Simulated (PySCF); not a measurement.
Electron correlation in O²⁺ (oxygen, charge +2)

[He] 2s1 2p3, high-spin 5S determinant (an excited configuration). Computed with PySCF 2.14 in aug-cc-pwCVTZ (7s6p4d2f, 59 functions), with the non-relativistic Hamiltonian (point nucleus). Frozen: 1s2; 4 electrons correlated.

```csv
level,correlation energy (mhartree)
CCSD,-34.22
(T),-0.13
CCSD(T),-34.35
```

Diagnostics: T1 = 0.0010, D1 = 0.0016, largest double amplitude 0.015.

Cost of the coupled-cluster step: about 2.9 core-seconds, for 4 correlated electrons.
